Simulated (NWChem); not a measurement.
System: C$_{4}$H$_{3}$F; SMILES C#C/C=C\F

Input file for NWChem:

```
start job
memory heap 200 mb stack 900 mb global 1100 mb
geometry units angstroms noautoz
  C      0.558936     2.196693     0.000000
  C     -0.112288     1.170324     0.000000
  C     -0.919808     0.004526     0.000000
  C     -0.449696    -1.263820     0.000000
  F      0.852429    -1.553502     0.000000
  H      1.159032     3.095587     0.000000
  H     -2.016680     0.121238     0.000000
  H     -1.094666    -2.157933     0.000000
end
basis spherical
  C library def2-svp
  F library def2-svp
  H library def2-svp
end
dft
  xc xpbe96 cpbe96
  iterations 150
  mulliken
end
task dft energy
```

Coordinates come from a PBE-D3(BJ)/def2-SVP optimisation.

Q: What results follow from this input? (PBE/def2-SVP.) Quantities: energy (Ha); highest occupied level (eV); orbital gap (eV); dipole (D).

A: 
```yaml
energy (Ha): -253.49
highest occupied level (eV): -5.80
orbital gap (eV): 4.04
dipole (D): 1.17
```
